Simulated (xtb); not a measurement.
PbS, SMILES [S]=[Pb] (connectivity only; charge and spin as stated), neutral, multiplicity 1. All values are semi-empirical tight-binding results from xtb (GFN2-xTB unless named), good for trends rather than for accurate numbers. The structure is a stationary point at GFN2-xTB.

Optimised geometry:

Bonded distances (Å): Pb1–S2 2.305.
Charge 0, spin multiplicity 1.

For metal compounds this method's bond lengths and energies can be far off.

The point group as xtb finds it is C∞v and the orbital gap is 2.65 eV.

Computed atomic charges and the Wiberg bond orders between heavy atoms:
charges (e) Pb1 0.49, S2 -0.49. Bond orders Pb1–S2 2.24.
